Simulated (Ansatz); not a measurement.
The cluster Mg₄Te₄, relaxed as a singlet with RKS PBE-D4/def2-SVP in Ansatz, starting from the GFN2-xTB geometry. Force threshold 0.03 eV/Å.

In the def2 sets Te takes a core potential; there is no spin–orbit coupling. The structure comes from a short search, and lower isomers may exist.

Start:

```
atom   x (Å)   y (Å)   z (Å)
 Mg1   0.051   1.981   1.386
 Mg2  -0.890  -2.213   1.679
 Mg3   0.871  -1.773  -0.316
 Mg4  -0.861   0.445  -1.272
 Te5  -2.301   0.979   1.000
 Te6  -0.638  -1.916  -2.437
 Te7   2.306   0.301   0.935
 Te8   1.463   2.196  -0.974
```

```csv
step,energy (eV),largest force component (eV/Å),SCF passes
1,-50937.8108,0.720,23
2,-50937.9894,0.343,27
3,-50938.0523,0.223,21
4,-50938.1261,0.200,25
5,-50938.1470,0.285,28
6,-50938.1742,0.105,23
7,-50938.1911,0.125,26
8,-50938.2473,0.272,29
9,-50938.3649,0.472,29
10,-50938.4983,0.556,29
11,-50938.6317,0.300,29
12,-50938.7775,0.327,28
13,-50938.9346,0.356,28
14,-50939.0911,0.368,27
15,-50939.2396,0.471,26
16,-50939.3820,0.443,26
17,-50939.4270,0.500,26
18,-50939.5586,0.287,20
19,-50939.7440,0.298,26
20,-50939.9546,0.327,20
21,-50940.1834,0.445,20
22,-50940.4045,0.559,20
23,-50940.6445,0.668,20
24,-50940.9122,0.711,20
25,-50941.1759,0.445,26
26,-50941.2387,0.100,19
27,-50941.2435,0.003,19
```

Force components are those of the run's own axes.

End:

```xyz
8

Mg    0.482    1.396    1.252
Mg   -0.901   -1.431    0.943
Mg    1.601   -0.689   -0.844
Mg   -1.182    0.725   -1.351
Te   -2.287    0.987    1.207
Te   -0.687   -1.995   -1.790
Te    1.688   -1.037    1.932
Te    1.286    2.045   -1.349
```

Bonds lost: Te7–Te8 (atoms count from 1). Bonds formed: Mg2–Te5, Mg2–Te6, Mg2–Te7, Mg3–Te8 (atoms count from 1). Metal–metal contacts that move far: Mg1–Mg2 4.31 to 3.16 Å, Mg1–Mg3 4.20 to 3.16 Å, Mg2–Mg4 3.97 to 3.16 Å.

No frequencies were taken in this run, so the end may be a saddle point.

Run time 1.9 min (4 threads of Arm Neoverse V1 on a shared host).
